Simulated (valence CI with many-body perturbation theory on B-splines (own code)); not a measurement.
A CI+MBPT run for Sb29+

Calculated by relativistic CI+MBPT: four valence electrons over a frozen Dirac-Fock core [Ar], radial functions for each j: 6 s, 6 p, 5 d, 5 f, 1 g, with the two-electron term Σ2, the three-electron term Σ3, Breit, model QED; selected single and double excitations, second order for the rest, scaled by the run's own slope (own B-spline code, finite nucleus).

Command, and the settings that its task file holds:

```sh
python run_cv.py task.json out
```

```
atom Sb  Z=51  mass_number=121  rms_radius_fm=4.6802
core [Ar]
valence 3d4
avg = 1
basis = S
breit = 1
cap = 10000
capref = 1200
cscale = 1
de = 0.0
dress = 0
eps = 2e-08
extrap = 1
h = 0.27
hh = 1
l2 = 3
lcore = 6
maxit = 60
n2 = 5
natural = 1
nlev = 20
nno = [3, 3, 3, 3, 1]
nroot = 26
nsp = [3, 3, 2, 2, 0]
pt2 = 1
qed = 1
rpa = 1
s1 = 0
s2 = 1
s3 = 1
screen = 1
tol = 2e-05
whole = 1
```

It took 18 s on 1 thread of Arm Neoverse V2, with other jobs on the host.

Log. The first blocks belong to the next ion, which gives the ionisation energy. Fields: 2J, parity (1 odd), roots, reference size, generating configurations, candidates as configurations/state functions, variational space P, stored matrix elements, Davidson steps; e2 is the range of second-order energies in hartree. The first line gives the box (bohr), its intervals, the orbitals and the steps of their self-consistent field. Window is the range of levels sought, series limit the energy at which the first omitted orbital would enter, core excitation an estimate of the first excitation out of the core, left out the lowest levels not solved, and shifts from estimates the range by which levels moved from their first estimate, all in cm⁻¹.

```
rmax 3.8 intervals 58 orbitals 40 references ['3d4', '3d3 4s', '3d3 4p'] scf 4 t 0.8
2J=3 par=0 roots 2 ref 27 generators 4 cand 350/969 P 366/996 nnz 0 it 0
2J=3 par=0 roots 2 ref 27 generators 5 cand 480/1087 P 846/2083 nnz 0 it 5
   second order: generators 7 cand 708/1632 e2 -0.00000 -0.00000
2J=5 par=0 roots 2 ref 29 generators 3 cand 281/967 P 296/996 nnz 0 it 0
2J=5 par=0 roots 2 ref 29 generators 4 cand 514/1270 P 810/2266 nnz 0 it 5
   second order: generators 6 cand 756/2061 e2 -0.00000 -0.00000
2J=7 par=0 roots 2 ref 22 generators 2 cand 300/978 P 312/1000 nnz 0 it 0
2J=7 par=0 roots 2 ref 22 generators 2 cand 434/1054 P 746/2054 nnz 0 it 5
   second order: generators 6 cand 722/1922 e2 -0.00001 -0.00001
reference levels 556, estimated 32, window 312791 1/cm; series limit 9316237, core excitation 1435149
2J=0 par=0 roots 3 ref 17 generators 4 cand 91/154 P 1103/1990 nnz 0 it 3
2J=0 par=0 roots 3 ref 17 generators 4 cand 49/72 P 1152/2062 nnz 0 it 3
   second order: generators 6 cand 1138/2932 e2 -0.00001 -0.00000
2J=2 par=0 roots 4 ref 36 generators 3 cand 235/992 P 736/3512 nnz 2.9e+06 it 4
2J=2 par=0 roots 4 ref 36 generators 3 cand 445/1826 P 1181/5338 nnz 6.2e+06 it 4
   second order: generators 4 cand 799/5919 e2 -0.00001 -0.00000
2J=4 par=0 roots 5 ref 51 generators 4 cand 150/933 P 483/3464 nnz 2.9e+06 it 5
2J=4 par=0 roots 5 ref 51 generators 4 cand 730/4219 P 1213/7683 nnz 1.3e+07 it 9
   second order: generators 5 cand 799/8479 e2 -0.00001 -0.00000
2J=6 par=0 roots 5 ref 49 generators 3 cand 117/964 P 415/3458 nnz 3.1e+06 it 5
2J=6 par=0 roots 5 ref 49 generators 3 cand 765/4716 P 1180/8174 nnz 1.5e+07 it 8
   second order: generators 4 cand 802/9455 e2 -0.00001 -0.00000
2J=8 par=0 roots 5 ref 42 generators 4 cand 133/943 P 441/3461 nnz 3e+06 it 4
2J=8 par=0 roots 5 ref 42 generators 4 cand 725/4065 P 1166/7526 nnz 1.3e+07 it 5
   second order: generators 5 cand 782/6613 e2 -0.00000 -0.00000
2J=10 par=0 roots 2 ref 25 generators 2 cand 191/949 P 565/3429 nnz 3e+06 it 4
2J=10 par=0 roots 2 ref 25 generators 2 cand 479/2346 P 1044/5775 nnz 8e+06 it 5
   second order: generators 2 cand 39/53 e2 -0.00000 -0.00000
2J=12 par=0 roots 2 ref 14 generators 2 cand 254/980 P 789/3435 nnz 3e+06 it 4
2J=12 par=0 roots 2 ref 14 generators 2 cand 140/556 P 929/3991 nnz 4e+06 it 4
   second order: generators 2 cand 6/9 e2 -0.00000 -0.00000
left out: unestimated 530451, estimated 371292, shifts from estimates -307 to 22
operators 1.1
```

The Davidson iterations converged. The settings are bad on purpose, so the numbers may not be properties of the ion.

The last digits are not significant, and no measured levels were compared; by estimate large intervals hold to a few tenths of a per cent, small ones and those within an open d or f shell to about a per cent. Only levels of the ground parity were solved; by the run's estimate the other parity begins above the list, which can be wrong where configurations are misplaced.

- Valence energy: -268.0406 hartree
- Ionisation energy: 1695.5 eV (NIST: 1698 ± 4 eV (theoretical))
- Reference configurations for the orbitals: 3d4, 3d3 4s, 3d3 4p
- Radial orbitals: 40
- Box radius: 3.82 bohr
- Largest variational space: 8174
- Lowest levels: (3d3/2^4) J=0 0.000, (3d3/2^3 3d5/2) J=1 6.516, (3d3/2^3 3d5/2) J=2 10.874, (3d3/2^3 3d5/2) J=3 13.495, (3d3/2^3 3d5/2) J=4 13.806, (3d3/2^2 3d5/2^2) J=0 19.595, (3d3/2^2 3d5/2^2) J=4 [a] 20.780, (3d3/2^2 3d5/2^2) J=3 [a] 23.467, (3d3/2^2 3d5/2^2) J=2 [a] 23.818, (3d3/2^2 3d5/2^2) J=5 25.165, (3d3/2^2 3d5/2^2) J=1 25.858, (3d3/2^2 3d5/2^2) J=6 26.868, (3d3/2^2 3d5/2^2) J=4 [b] 29.209, (3d3/2^2 3d5/2^2) J=2 [b] 29.993 eV

Levels are named by their leading jj configuration (3d3/2^4 stands for four electrons in 3d with j = 3/2), which in mixed levels can hold well under half, so a name can repeat and another be missing. Letters in brackets count levels of one name in rising energy.
